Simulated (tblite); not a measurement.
Compound: C5H6F2GeO.
Numbering: `[F:1][CH2:2][C:3]1=[CH:4][O:5][C:6]([F:7])=[CH:8][GeH2:9]1` (hydrogens: H10, H11 on C2; H12 on C4; H13 on C8; H14, H15 on Ge9)

Computed with GFN2-xTB (tblite), gas phase: L-BFGS steps from a force-field or distance-geometry start until the largest atomic force falls under 0.01 eV/Å.

Step 39: E = -793.8412 eV
```
atom  x, y, z in Å  |  force x, y, z in eV/Å
F1     -2.6141   -0.1520    1.1115    0.032   0.026  -0.078
C2     -2.1773   -0.5555   -0.1388   -0.029   0.002   0.010
C3     -0.6959   -0.3454   -0.1839   -0.069  -0.026  -0.005
C4      0.1427   -1.2370   -0.7085   -0.023   0.008   0.020
O5      1.4952   -1.1599   -0.7949   -0.016  -0.059  -0.003
C6      2.2120   -0.1465   -0.2922   -0.073  -0.003  -0.011
F7      3.5125   -0.4180   -0.5283   -0.090   0.043  -0.007
C8      1.8492    0.9671    0.3339   -0.020  -0.015   0.025
Ge9    -0.0292    1.2701    0.6841    0.003  -0.096  -0.023
H10    -2.5166   -1.5899   -0.2747    0.186   0.037   0.008
H11    -2.6947    0.0965   -0.8559    0.074  -0.019   0.019
H12    -0.1823   -2.1683   -1.1642   -0.019   0.051   0.009
H13     2.6408    1.6335    0.6319    0.000   0.006   0.019
H14    -0.3857    1.3021    2.1385    0.046   0.042   0.001
H15    -0.5611    2.5113    0.0193   -0.001   0.002   0.014
```

Step 40: E = -793.8416 eV
```
atom  x, y, z in Å  |  force x, y, z in eV/Å
F1     -2.6452   -0.1715    1.0935    0.009   0.126   0.140
C2     -2.1805   -0.5635   -0.1420    0.115   0.024  -0.032
C3     -0.6963   -0.3459   -0.1647   -0.122  -0.020  -0.057
C4      0.1407   -1.2315   -0.7041   -0.070   0.022   0.061
O5      1.4923   -1.1579   -0.7896   -0.042  -0.138  -0.082
C6      2.2109   -0.1441   -0.2950   -0.094  -0.067  -0.003
F7      3.5090   -0.4149   -0.5442   -0.088   0.070   0.017
C8      1.8466    0.9625    0.3403    0.043  -0.013   0.002
Ge9    -0.0259    1.2761    0.6939   -0.037  -0.132  -0.034
H10    -2.5052   -1.5979   -0.2803    0.154  -0.096  -0.054
H11    -2.6922    0.0822   -0.8654    0.064   0.024  -0.054
H12    -0.1923   -2.1574   -1.1672    0.016   0.076   0.025
H13     2.6445    1.6201    0.6321    0.044   0.111   0.058
H14    -0.3613    1.3364    2.1524    0.015   0.019  -0.004
H15    -0.5494    2.5153    0.0181   -0.007  -0.004   0.016
```

Step 41: E = -793.8454 eV
```
atom  x, y, z in Å  |  force x, y, z in eV/Å
F1     -2.6378   -0.1378    1.0939    0.059   0.045  -0.077
C2     -2.1789   -0.5610   -0.1412    0.009  -0.011   0.026
C3     -0.6958   -0.3482   -0.1710   -0.101   0.001  -0.022
C4      0.1421   -1.2329   -0.7097   -0.060   0.008   0.056
O5      1.4941   -1.1583   -0.7938   -0.058  -0.108  -0.071
C6      2.2093   -0.1434   -0.2962   -0.080  -0.068   0.002
F7      3.5082   -0.4117   -0.5419   -0.066   0.060   0.006
C8      1.8446    0.9622    0.3408    0.044  -0.011   0.000
Ge9    -0.0282    1.2705    0.6937   -0.050  -0.086  -0.013
H10    -2.5046   -1.6031   -0.2567    0.159   0.078  -0.023
H11    -2.6884    0.0751   -0.8796    0.079  -0.060   0.042
H12    -0.1894   -2.1585   -1.1730    0.009   0.057   0.015
H13     2.6420    1.6200    0.6351    0.033   0.095   0.052
H14    -0.3662    1.3215    2.1526    0.023   0.021  -0.013
H15    -0.5554    2.5136    0.0250    0.001  -0.021   0.021
```

Step 42: E = -793.8479 eV
```
atom  x, y, z in Å  |  force x, y, z in eV/Å
F1     -2.6308   -0.1307    1.0958    0.056   0.012  -0.128
C2     -2.1770   -0.5591   -0.1413   -0.018  -0.022   0.042
C3     -0.6963   -0.3481   -0.1755   -0.049   0.022   0.006
C4      0.1414   -1.2342   -0.7104   -0.042  -0.010   0.039
O5      1.4933   -1.1621   -0.7940   -0.056  -0.053  -0.048
C6      2.2058   -0.1446   -0.2961   -0.050  -0.054   0.008
F7      3.5051   -0.4093   -0.5405   -0.034   0.036  -0.008
C8      1.8431    0.9617    0.3411    0.028  -0.006   0.000
Ge9    -0.0303    1.2672    0.6920   -0.039  -0.027   0.005
H10    -2.4976   -1.6035   -0.2542    0.121   0.111  -0.012
H11    -2.6852    0.0774   -0.8800    0.054  -0.077   0.050
H12    -0.1898   -2.1590   -1.1730   -0.008   0.022   0.001
H13     2.6405    1.6208    0.6359    0.010   0.063   0.035
H14    -0.3680    1.3183    2.1511    0.021   0.017  -0.013
H15    -0.5586    2.5132    0.0270    0.006  -0.035   0.023
```

**Question.** Estimate the geometry and energy of step 43. (The exact step hangs on the optimiser's Hessian estimate; all steps are aligned on step 42, rigid shifts and turns removed.)

**Answer.** E = -793.8511 eV, largest force 0.188 eV/Å
```
atom  x, y, z in Å  |  force x, y, z in eV/Å
F1     -2.6372   -0.1042    1.0842    0.066  -0.025  -0.174
C2     -2.1756   -0.5607   -0.1414   -0.054  -0.002   0.044
C3     -0.6976   -0.3498   -0.1729    0.020   0.041   0.022
C4      0.1396   -1.2332   -0.7122   -0.036  -0.024   0.027
O5      1.4908   -1.1644   -0.7973   -0.051   0.010  -0.029
C6      2.2002   -0.1449   -0.2983   -0.010  -0.035   0.023
F7      3.4995   -0.4025   -0.5466    0.006   0.006  -0.021
C8      1.8404    0.9587    0.3452    0.018  -0.007  -0.007
Ge9    -0.0329    1.2623    0.6965   -0.011   0.041   0.027
H10    -2.4840   -1.6109   -0.2336    0.059   0.141  -0.009
H11    -2.6775    0.0611   -0.8982    0.036  -0.118   0.077
H12    -0.1924   -2.1535   -1.1804   -0.031  -0.020  -0.010
H13     2.6401    1.6165    0.6408   -0.020   0.038   0.018
H14    -0.3592    1.3217    2.1576    0.005   0.001  -0.010
H15    -0.5586    2.5119    0.0347    0.004  -0.048   0.022
```

The energy changes by -0.0032 eV. The first-order estimate −F·Δx gives -0.0046 eV and the mean of the old and new forces, exact on a quadratic surface, -0.0031 eV. The step makes an angle of 74° with the force vector and moves no atom by more than 0.030 Å.

The cost below is that of the whole relaxation. On one thread, Arm Neoverse N1 (aarch64), on a shared host, this took 0.89 s.
